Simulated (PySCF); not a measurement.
C₆ coefficients of unlike pairs at PBE0

Calculated with PySCF 2.14 from the dipole response of each species, C₆(A,B) = (3/π) ∫ α_A(iu) α_B(iu) du, in atomic units, from isotropic polarisabilities. For ions this is the dispersion term alone; charge-induced terms of lower order in 1/R come first.

```tsv
species	configuration	basis	relativity	α (bohr³)	C₆ (like pair)
Kr²⁺	[Ar] 3d10 4s2 4p4 (3P)	aug-cc-pVQZ-PP with ECP10MDF (7s6p5d3f2g)	core potential	7.481	36.59
Ni²⁺	[Ar] 3d8 (3F)	dyall-av2z (16s12p7d2f)	none	3.035	8.273
Nb	[Kr] 4d4 5s1 (6D)	aug-cc-pwCVQZ-PP with ECP28MDF (9s9p8d5f4g3h)	core potential	96.67	1097
Nb²⁺	[Kr] 4d3 (4F)	x2c-TZVPPall with one added diffuse shell each of s, p, d, f type (9s7p7d3f1g)	spin-free X2C	10.95	56.75
```

Estimate C₆ for Nb²⁺ with Kr²⁺.

The integral gives 45.35. The combination rule 2 C_A C_B / (C_A α_B/α_A + C_B α_A/α_B) gives 44.98 and the geometric mean 45.57.

No spin-orbit coupling is included.

The other pairs:

```csv
pair,C₆
"Nb²⁺, Ni²⁺",20.88
"Nb, Ni²⁺",68.48
"Nb, Kr²⁺",160.2
"Ni²⁺, Kr²⁺",16.87
"Nb²⁺, Nb",211.5
```
